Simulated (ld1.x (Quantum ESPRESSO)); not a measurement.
# Co, ultrasoft: configuration errors across variants

- Element: cobalt
- Generator: ld1.x (Quantum ESPRESSO) 7.5
- Type: ultrasoft
- Functional: LDA (PZ)
- Relativity: scalar-relativistic
- Frozen core: [Ne]
- Valence charge: 17
- Reference configuration: 3s2 3p6 3d7 4s2 4p0
- Partial waves: 3s (bound): rcut 1.10, rcutus 1.45 bohr; 4s (bound): rcut 1.10, rcutus 1.45 bohr; 3p (bound): rcut 1.15, rcutus 1.30 bohr; 4p (bound, empty): rcut 1.15, rcutus 1.30 bohr; 3d (bound): rcut 1.20, rcutus 1.40 bohr; 3d channel at -0.15 Ry: rcut 1.20, rcutus 1.40 bohr
- Local potential: all-electron potential smoothed inside 1.35 bohr (lloc = -2)
- Core correction: none
- Augmentation charge: PSQ, inside the norm-conserving radii

All-electron excitation energies from the reference (eV): (1) 3s2 3p6 3d7 4s1 4p0 9.296; (2) 3s2 3p6 3d7 4s0 4p0 26.380; (3) 3s2 3p6 3d6 4s0 4p0 62.569; (4) 3s2 3p6 3d8 4s0 4p0 6.705; (5) 3s2 3p6 3d7 4s1 4p1 4.429; (6) 3s2 3p5 3d7 4s2 4p0 73.421.

The overlap operator is not positive definite (basis up to 400 Ry) in “local potential all-electron potential smoothed inside 1.00 bohr (lloc = -1)”. Such files are unfit for use, however small their errors in these radial tests.

2 further variants failed, have other tests or too few solved ones, and are left out.

Errors AE − PS in meV (a dash: test not solved or not reliable):

| change | (1) | (2) | (3) | (4) | (5) | (6) | bound ghosts |
| --- | --- | --- | --- | --- | --- | --- | --- |
| base | -0.1 | +0.9 | +19 | +25 | -0.6 | -106 | none |
| waves 3s (bound): rcut 1.10, rcutus 1.70 bohr; 4s (bound): rcut 1.10, rcutus 1.70 bohr | – | – | – | – | – | – | none |
| waves 3d (bound): rcut 1.20, rcutus 1.90 bohr; 3d channel at -0.15 Ry: rcut 1.20, rcutus 1.90 bohr | -0.8 | -2.3 | -29 | -15 | -0.7 | -384 | none |
| local potential all-electron potential smoothed inside 1.00 bohr (lloc = -1) | 0.0 | +1.6 | +28 | +33 | -0.5 | -100 | not determined (overlap not positive) |

(1) Give the same row for: waves 3p (bound): rcut 0.76, rcutus 0.80 bohr; 4p (bound): rcut 0.76, rcutus 0.80 bohr.

## Answers

(1) -0.1, +1.0, +18, +22, -0.2, +9.5; bound ghosts: none.
